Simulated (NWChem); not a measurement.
System: SiH$_{3}$TeF; SMILES F[Te][SiH3]

```xyz
6

Te    -0.2765     0.5224    -0.0137
F      1.6445     0.8909     0.0206
Si     0.0894    -1.9559    -0.0035
H      0.8047    -2.3817     1.2324
H      0.8524    -2.3841    -1.2096
H     -1.2930    -2.5235    -0.0298
```
Atoms are numbered in this order, from 1.

Level: PBE0/def2-SVP with def2 effective core potentials on Te (NWChem), optimised geometry, unscaled harmonic frequencies. def2 effective core potentials on Te; no spin-orbit coupling.

Problem. List the harmonic frequencies with IR intensities, and the thermochemistry.

Solution. 
```csv
frequency (cm⁻¹),IR intensity (km/mol)
108,3.3
119,0.3
331,3.1
532,12.6
544,4.3
611,48.7
870,310.6
909,45.9
943,62.0
2231,61.0
2255,68.9
2260,70.7
```

```json
{
 "zero_point_energy": "16.7 kcal/mol",
 "thermal correction to the enthalpy at 298.15 K (with zero-point energy)": "20.7 kcal/mol",
 "heat capacity Cv": "16.3 cal/(mol K)",
 "entropy at 298.15 K and 1 atm (symmetry number 1)": "77.4 cal/(mol K)"
}
```

Rigid rotor and harmonic oscillator.
